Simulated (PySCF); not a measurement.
A structure optimised at B3LYP-D3(BJ)/def2-TZVP, used in a PySCF frequency run:

```
C
H 1 1.0843
H 1 1.0843 2 111.91
H 1 1.0853 2 113.48 3 -130.01
O 1 1.5191 2 104.46 3 112.43
H 5 0.9764 1 114.70 2 -174.10
H 5 0.9764 6 110.50 1 131.53
```
Charge +1, spin multiplicity 1.

Problem. Write its SMILES, formula and point group.

Solution. C[OH2+], CH5O, Cs

Problem. What are its rotational constants (standard atomic weights)?

Solution. 104.60, 21.008, 20.155 GHz
